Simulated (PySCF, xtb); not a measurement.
H5InN2, SMILES [NH2][InH][NH2]. The values are those of a single conformer.

Harmonic wavenumbers (cm⁻¹) from GFN2-xTB (xtb) at its own minimum, in rising order: 114, 123, 184, 322, 366, 414, 462, 541, 561, 643, 661, 1465, 1472, 1554, 3352, 3355, 3386, 3387.

**Question.** What does PySCF with PBE0-D3(BJ)/def2-SVP give at its own minimum? (The exact figures need the calculation; the answer reports its results.)

**Answer.** 134, 227, 263, 273, 309, 438, 447, 608, 618, 707, 755, 1515, 1528, 1842, 3598, 3599, 3707, 3707. Paired by order, the mean absolute difference is 120 cm⁻¹ and the zero-point energies are 32.0 and 34.7 kcal/mol.
